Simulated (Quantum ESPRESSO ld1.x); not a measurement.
Ar8+, 10 electrons, occupied as [Ne]. Calculated with ld1.x of Quantum ESPRESSO 7.5: Dirac Kohn-Sham, revPBE, spin-unpolarised, spherical densities, point nucleus.

Normalised radial functions P(r) = r R(r) (large component), r in bohr:

```
   r/bohr * 1s1/2, o 2p1/2, + 2p3/2 (the largest magnitude, 3.06, reaches the edge; | marks zero, & curves that meet)
 0.007763 &                 *
  0.00979 &                     *
  0.01235 &                          *
  0.01545 |&                              *
  0.01948 |&                                   *
  0.02437 | &                                       *
  0.03073 | +o                                            *
  0.03845 |   &                                               *
  0.04849 |    &                                                 *
  0.06067 |      &                                               *
  0.07651 |         &                                         *
  0.09572 |             &                                *
   0.1207 |                 &                   *
    0.151 |                     &     *
   0.1904 |                 *       &
   0.2402 |         *                 &
   0.3005 |   *                       &
   0.3789 |*                        &
   0.4741 *                     &
   0.5979 *              &
    0.748 *        &
   0.9433 *    &
     1.18 * &
    1.488 &
    1.862 &
    2.348 &
    2.938 &
    3.705 &
```

1s1/2: eigenvalue -3295.8 eV, 0 radial nodes, <r> = 0.0857 bohr, 90 % of the charge inside 0.153 bohr. 2p1/2: eigenvalue -396.82 eV, 0 radial nodes, <r> = 0.368 bohr, 90 % of the charge inside 0.607 bohr. 2p3/2: eigenvalue -394.51 eV, 0 radial nodes, <r> = 0.370 bohr, 90 % of the charge inside 0.611 bohr.
